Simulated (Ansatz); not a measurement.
Compare A (`CC(C)O[SiH3]`) with its isomer B (`COCC[SiH3]`).

Computed with Ansatz on PBE0-D4/def2-TZVP structures; ΔE is electronic, products minus reactants. CCSD(T)/CBS adds triple-zeta CCSD(T) − MP2 to the extrapolated MP2 energy (def2 sets, frozen cores). Functionals use def2-TZVPP. B3LYP here is the variant with VWN-RPA as its local correlation; programs differ in this. One conformer a species, not always the lowest.

Task: Which is lower in electronic energy at CCSD(T)/CBS, and by how much? (Best estimate.)

Result: The calculation gave: A, by 150.4 kJ/mol.

Task: Give E(B) − E(A) in kJ/mol with CCSD(T)/def2-TZVPP, PBE0-D4, r2SCAN-D4, CCSD(T)/def2-SVP, HF/def2-TZVPP, PBE-D4, B3LYP-D4. (An estimate is asked.)

Result: The calculation gave: CCSD(T)/def2-TZVPP 147.8, PBE0-D4 138.4, r2SCAN-D4 144.9, CCSD(T)/def2-SVP 139.4, HF/def2-TZVPP 153.8, PBE-D4 132.8, B3LYP-D4 145.5. None reverses the order clearly.

Task: Does the order hold for the free energy at 298.15 K (harmonic terms from PBE0-D4)? (Best estimate.)

Result: The calculation gave: Yes: G(B) − G(A) = +150.8 kJ/mol, for one conformer each. Modes under 60 cm⁻¹, often nearly free rotors, make the harmonic entropy too high.

Largest T1 diagnostic: 0.010.

From PBE to PBE0 (25 % exact exchange), in def2-TZVPP and without D4, E(B) − E(A) moves by +5.9 kJ/mol. At CCSD(T), def2-SVP lies −11.0 kJ/mol from the extrapolated value and def2-TZVPP −2.6 kJ/mol.
